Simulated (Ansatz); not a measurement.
Geometry optimisation, RKS PBE-D4/def2-SVP in Ansatz.

The input (input.yaml):

```yaml
crystal:
  periodic: [false, false, false]
  atoms:
    - { symbol: B, position_ang: [-0.027031, -0.568288, -0.238069] }
    - { symbol: F, position_ang: [-0.29114, 0.466151, 2.05197] }
    - { symbol: H, position_ang: [1.048248, -0.030956, -0.335449] }
    - { symbol: Cl, position_ang: [-1.477117, 0.181004, -0.919196] }
    - { symbol: "N", position_ang: [-0.138958, -1.926822, 0.338697] }
    - { symbol: H, position_ang: [-1.005056, -2.464369, 0.27081] }
    - { symbol: H, position_ang: [0.692899, -2.473159, 0.561178] }
    - { symbol: H, position_ang: [-0.373644, -0.463062, 2.03296] }
basis:
  gaussian: { orbitals: def2-SVP }
hamiltonian:
  xc: pbe
  dispersion: d4
relax:
  f_tol: 0.03
  max_steps: 50
```

Launched with:

```bash
$ ansatz run input.yaml --threads 1 --pin off --max-ram 2048MiB --backend cpu --events-out ev --progress --plain --runs-dir out
```

Where does it end, and by what steps?

The run converged. After 7 steps the energy has fallen by 0.188 eV; F2 moved furthest, 0.40 Å.

```
step  energy less start (eV)  largest force component (eV/Å)  accepted
   0                  0.0000                           2.162       yes
   1                 -0.1194                           1.518       yes
   2                 -0.1645                           0.763       yes
   3                 -0.1009                           0.865        no
   4                 -0.1834                           0.165       yes
   5                 -0.1851                           0.132       yes
   6                 -0.1872                           0.063       yes
   7                 -0.1875                           0.013       yes
```

```xyz
8
Properties=species:S:1:pos:R:3
B -0.029 -0.576 -0.349
F -0.309 0.205 2.351
H 1.054 -0.057 -0.487
Cl -1.460 0.125 -1.106
N -0.159 -1.769 0.405
H -1.026 -2.311 0.414
H 0.667 -2.298 0.693
H -0.310 -0.598 1.843
```

Whether the end is a true minimum wasn't checked by a vibrational analysis.

The run took 21 s on 1 thread of Arm Neoverse V1 (shared host), peak memory 0.14 GiB.
